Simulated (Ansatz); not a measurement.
FH5OSSi2 (`O[SiH2][SiH](F)S`), relaxed with RKS PBE0-D4/def2-TZVP in the Gaussian-basis code of Ansatz from a PBE-D4/def2-SVP geometry. The force threshold is 0.005 eV/Å; the program also tests the step.

Charge 0, multiplicity 1.

Start:

```xyz
10

O    -1.537    1.247    0.769
Si   -1.256    0.396   -0.661
Si    0.647   -0.895   -0.163
F     1.313   -1.668   -1.454
S     1.977    0.622    0.636
H    -0.707    1.548    1.189
H    -0.965    1.280   -1.848
H    -2.485   -0.415   -0.944
H     0.450   -1.928    0.912
H     2.563   -0.186    1.563
```

How much energy does the relaxation release, and in how many steps? (Estimate.)

Computed: 2.01 kcal/mol, in 12 steps, 1 of them rejected.

Which bonds change most? (Estimate.)

Computed: Si3–F4 from 1.646 to 1.604 Å; O1–Si2 from 1.688 to 1.650 Å; Si3–S5 from 2.170 to 2.136 Å; Si3–H9 from 1.503 to 1.484 Å.

Give the relaxed structure. (An estimate is asked.)

The calculation gave: 
```xyz
10

O    -1.659    1.246    0.721
Si   -1.234    0.400   -0.631
Si    0.666   -0.881   -0.117
F     1.234   -1.645   -1.408
S     2.065    0.553    0.625
H    -0.950    1.684    1.197
H    -0.906    1.291   -1.780
H    -2.401   -0.442   -0.988
H     0.478   -1.910    0.935
H     2.707   -0.295    1.446
```
